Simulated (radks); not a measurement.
Q: Radial electron density D(r) = 4 pi r^2 rho(r) of an atom or ion with 39 electrons. Calculated with a radial shooting solver on a logarithmic mesh with Libxc functionals: scalar-relativistic Kohn-Sham, BLYP, spin-polarised, spherical densities, finite nucleus; Fermi nuclear charge, rms radius of each element as measured or else 0.836 A^(1/3) + 0.57 fm.

r (bohr),D(r) (e/bohr),spin D(r)
0.005582,14.92,-0.000387
0.007445,22.08,-0.000570
0.009851,30.77,-0.000791
0.01303,40.24,-0.00103
0.01725,48.50,-0.00127
0.02282,52.89,-0.00148
0.03044,51.64,-0.00170
0.04027,46.90,-0.00181
0.05328,45.25,-0.000374
0.0705,52.26,0.00885
0.09328,63.24,0.0426
0.1234,64.02,0.128
0.1646,50.11,0.285
0.2178,40.85,0.446
0.2882,47.05,0.465
0.3813,48.34,0.240
0.5045,31.15,-0.00577
0.6675,14.62,0.236
0.8903,11.36,1.19
1.178,10.48,2.08
1.559,5.974,1.98
2.062,2.074,1.12
2.729,0.4722,0.368
3.611,0.06537,0.0611
4.816,0.003806,0.00377

What is the nuclear charge?

A: Z = 42. The innermost maximum, from 1s, lies near gamma/Z bohr with gamma = sqrt(1 - (Z/c)^2) = 0.952, here 0.0227 bohr (found: 0.0247), and its height grows with Z. The density is that of the molybdenum ion Mo3+ in [Kr] 4d3; the configuration itself is not fixed sharply by these data, and Z only to a few units. D(r) has 4 maxima, at r = 0.0247, 0.109, 0.341, 0.972 bohr, and minima at 0.0496, 0.220, 0.855 bohr, inside which lie 2.03, 11.09, 29.42 electrons.
